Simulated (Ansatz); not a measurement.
Consider the hydrogen abstraction from the In–H bond: `[NH2][InH][Br]` + F• → `[NH2][In][Br]`• + H–F.

Program: Ansatz. Geometries: PBE0-D4/def2-TZVP. ΔE: electronic, gas phase. CBS: MP2 limit from def2 TZ/QZ plus the TZ coupled-cluster correction, frozen cores. This one scheme is used for every species, atoms too. DFT in def2-TZVPP. No spin–orbit coupling; open shells (•) take unrestricted orbitals. Spin–orbit coupling would lower the free atoms: a little for F. Elements past krypton have def2 core potentials. Bonds to Br, In are less sure, by a few kJ/mol each and by 10 to 20 or more in all where they break to atoms, as the def2 sets lack core-valence functions. Scalar relativity is left out up to krypton. One conformer a species, not always the lowest.

CCSD(T)/CBS gives -284.6 kJ/mol.

(1) Another level gave -279.5 kJ/mol. Which?
A. ωB97M-V/def2-TZVPP
B. BLYP-D4/def2-TZVPP
C. LC-ωPBE/def2-TZVPP
D. CAM-B3LYP/def2-TZVPP

Largest T1 diagnostic among the species: 0.016.

## Answers

(1) D. CAM-B3LYP -279.5, LC-ωPBE -269.0, ωB97M-V -273.1, BLYP-D4 -312.8 kJ/mol.

Leaving LDA and LC-ωPBE aside and taking each functional with its dispersion term where it has one, the values, not all of them listed here, spread over 62.8 kJ/mol, from PBE-D4 to BHLYP-D4. LDA lies −36.7 kJ/mol from PBE without D4. From r2SCAN to r2SCAN0 (25 % exact exchange), in def2-TZVPP and without D4, ΔE moves by +21.7 kJ/mol.

CCSD(T)/CBS has its own doubt, a few kJ/mol and more with outer-core shells, so smaller differences from it don't rank the levels.
